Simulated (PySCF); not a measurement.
EPR parameters of C5H4FO2

Species: C₅H₄FO₂ (doublet state).
Atom-mapped SMILES: `[O:1]=[C:2]1[CH:3][CH2:4][O:5][C:6]([F:7])=[CH:8]1` (hydrogens: H9 on C3; H10, H11 on C4; H12 on C8)

Cartesian coordinates in Å at the GFN2-xTB level; atoms count from 1:
```xyz
12
C5H4FO2 angstrom
O      0.0723    2.3963    1.0047
C      0.0808    1.2684    0.5225
C     -1.0852    0.4590    0.3859
C     -1.0796   -0.8954   -0.1905
O      0.1712   -1.3964   -0.6289
C      1.2389   -0.6165   -0.4858
F      2.3195   -1.2483   -0.9469
C      1.3054    0.6144    0.0267
H     -2.0340    0.8464    0.7200
H     -1.4712   -1.6235    0.5411
H     -1.7594   -0.9444   -1.0589
H      2.2425    1.1394    0.0841
```

Theory: PySCF, UKS B3LYP, pcH-1 on C F H O, non-relativistic, mean-field spin-orbit, GIAO. Geometry: GFN2-xTB; no solvent, vibrations or thermal averaging. A GFN2-xTB geometry isn't a minimum of the functional, and hyperfine couplings can be far from their values at a DFT geometry. No stability test was run, so a lower SCF solution isn't excluded.

* g1, g2, g3: 2.00212, 2.00387, 2.00665
* g_iso: 2.00421
* Form of g: rhombic: the two nearest values differ by 39 % of g3 − g1
* ⟨S²⟩: 0.7592 (exact 0.7500)
* α and β electrons: 30, 29
* Total energy: -443.17492 Eh

Isotropic coupling and dipolar principal values T1 to T3, in MHz:

```json
{"atom": "O1", "isotope": "17O", "a_iso": "-13.2", "T1": "-63.4", "T2": "31.0", "T3": "32.4", "Mulliken spin population": "0.21"}
{"atom": "C2", "isotope": "13C", "a_iso": "-37.0", "T1": "-11.5", "T2": "3.1", "T3": "8.4", "Mulliken spin population": "-0.11"}
{"atom": "C3", "isotope": "13C", "a_iso": "70.1", "T1": "-67.6", "T2": "-67.2", "T3": "134.9", "Mulliken spin population": "0.84"}
{"atom": "C4", "isotope": "13C", "a_iso": "-35.3", "T1": "-2.6", "T2": "1.0", "T3": "1.6", "Mulliken spin population": "-0.07"}
{"atom": "O5", "isotope": "17O", "a_iso": "-1.4", "T1": "-4.7", "T2": "1.9", "T3": "2.8", "Mulliken spin population": "0.01"}
{"atom": "C6", "isotope": "13C", "a_iso": "-3.8", "T1": "-0.5", "T2": "-0.3", "T3": "0.9", "Mulliken spin population": "-0.01"}
{"atom": "F7", "isotope": "19F", "a_iso": "-0.4", "T1": "-2.8", "T2": "0.2", "T3": "2.5", "Mulliken spin population": "0.00"}
{"atom": "C8", "isotope": "13C", "a_iso": "2.2", "T1": "-5.5", "T2": "-3.5", "T3": "9.0", "Mulliken spin population": "0.06"}
{"atom": "H9", "isotope": "1H", "a_iso": "-52.3", "T1": "-30.4", "T2": "-2.2", "T3": "32.6", "Mulliken spin population": "-0.04"}
{"atom": "H10", "isotope": "1H", "a_iso": "136.7", "T1": "-5.0", "T2": "-3.0", "T3": "8.0", "Mulliken spin population": "0.06"}
{"atom": "H11", "isotope": "1H", "a_iso": "136.2", "T1": "-5.0", "T2": "-3.0", "T3": "8.0", "Mulliken spin population": "0.06"}
{"atom": "H12", "isotope": "1H", "a_iso": "-5.0", "T1": "-2.6", "T2": "-1.7", "T3": "4.3", "Mulliken spin population": "0.00"}
```

Largest spin populations (Mulliken): C3 (+0.84), O1 (+0.21), C2 (-0.11) and C4 (-0.07). The angles at C3 add up to 360.0°, so it is planar; its axial dipolar tensor and the negative coupling of its proton fit spin in a p orbital normal to that plane.

Axes: g3 points within 12° of the C3–C4 bond.

Under fast tumbling the dipolar parts average out, and these isotropic splittings remain: 2 × 1H (H10/H11, I = 1/2, 3 lines) with 4.86 mT, 1 × 1H (H9, I = 1/2, 2 lines) with 1.86 mT and 1 × 1H (H12, I = 1/2, 2 lines) with 0.18 mT.

Means are taken over nuclei equivalent by connectivity, which assumes that they swap fast.

The 17O coupling of O1 (-13.2 MHz) shows only in satellite lines or after enrichment, since that isotope makes up about 0.038 % of natural oxygen.

The 13C coupling of C3 (70.1 MHz) shows only in satellite lines or after enrichment, since that isotope makes up about 1.07 % of natural carbon.

The spin density at the nucleus, in bohr⁻³, is negative for C2 (-0.0329), C4 (-0.0314) and H9 (-0.0117), for instance. A restricted open-shell determinant has no negative spin density anywhere; here it arises because α and β orbitals differ (spin polarisation).

The run took 46 s (with the writing of density and orbital grids) on one thread of an Arm Neoverse V2, shared host with 96 logical CPUs at a one-minute load of 44, and the process peaked at 0.87 GiB of memory.
